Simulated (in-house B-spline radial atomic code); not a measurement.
The numbers below are computed, except where a source is named.
## Weak and strong correlation along the adiabatic connection

Two-electron singlets in several external potentials (atomic units), by full CI in B-splines with partial waves to l = 8 (correlation energies up to 0.6 % small). The repulsion is scaled by λ at fixed density; W(λ) is the mean repulsion less the Hartree energy, W(0) = E_x, and the area under W from 0 to 1 is E_xc.

Relative drop (W(λ) − E_x)/E_x:

```json
{"system": "ω²r²/2 − Z/r, ω = 1.08, Z = 0.3", "λ = 0.12": "0.0137", "λ = 0.25": "0.0276", "λ = 0.4": "0.0424", "λ = 0.6": "0.0604", "λ = 0.8": "0.0766", "λ = 1": "0.0912"}
{"system": "−V exp(−r²/w²), V = 14.7, w = 1.26", "λ = 0.12": "0.0080", "λ = 0.25": "0.0163", "λ = 0.4": "0.0255", "λ = 0.6": "0.0370", "λ = 0.8": "0.0479", "λ = 1": "0.0582"}
{"system": "−Z exp(−kr)/r, Z = 1.42, k = 0.177", "λ = 0.12": "0.0187", "λ = 0.25": "0.0372", "λ = 0.4": "0.0566", "λ = 0.6": "0.0795", "λ = 0.8": "0.0996", "λ = 1": "0.1173"}
{"system": "−Z/r, Z = 0.542, wall at 6.82 bohr", "λ = 0.12": "0.0352", "λ = 0.25": "0.0666", "λ = 0.4": "0.0963", "λ = 0.6": "0.1279", "λ = 0.8": "0.1529", "λ = 1": "0.1732"}
{"system": "−Z/r, Z = 19", "λ = 0.12": "0.0010", "λ = 0.25": "0.0020", "λ = 0.4": "0.0032", "λ = 0.6": "0.0047", "λ = 0.8": "0.0063", "λ = 1": "0.0078"}
{"system": "−Z/r, Z = 1, wall at 8 bohr", "λ = 0.12": "0.0278", "λ = 0.25": "0.0542", "λ = 0.4": "0.0805", "λ = 0.6": "0.1102", "λ = 0.8": "0.1349", "λ = 1": "0.1557"}
{"system": "−Z/r, Z = 4.27, wall at 1.4 bohr", "λ = 0.12": "0.0044", "λ = 0.25": "0.0092", "λ = 0.4": "0.0145", "λ = 0.6": "0.0213", "λ = 0.8": "0.0279", "λ = 1": "0.0343"}
```

Order the systems by how far second-order (GL2) theory, half the initial slope (estimated from the first points of each curve), overshoots the correlation energy, least first.
A. −Z/r, Z = 0.542, wall at 6.82 bohr
B. −Z/r, Z = 19
C. −Z/r, Z = 1, wall at 8 bohr
D. −Z exp(−kr)/r, Z = 1.42, k = 0.177
E. −V exp(−r²/w²), V = 14.7, w = 1.26
F. ω²r²/2 − Z/r, ω = 1.08, Z = 0.3
G. −Z/r, Z = 4.27, wall at 1.4 bohr

B (GL2/E_c = 1.01), G (GL2/E_c = 1.06), E (GL2/E_c = 1.11), F (GL2/E_c = 1.19), D (GL2/E_c = 1.25), C (GL2/E_c = 1.37), A (GL2/E_c = 1.54).

What else changes along this order?

The ratio follows the bend of the curve. With it the leading natural occupation goes from 2.000 to 1.899 and −T_c/E_c from 0.99 to 0.66 between the first and the last.
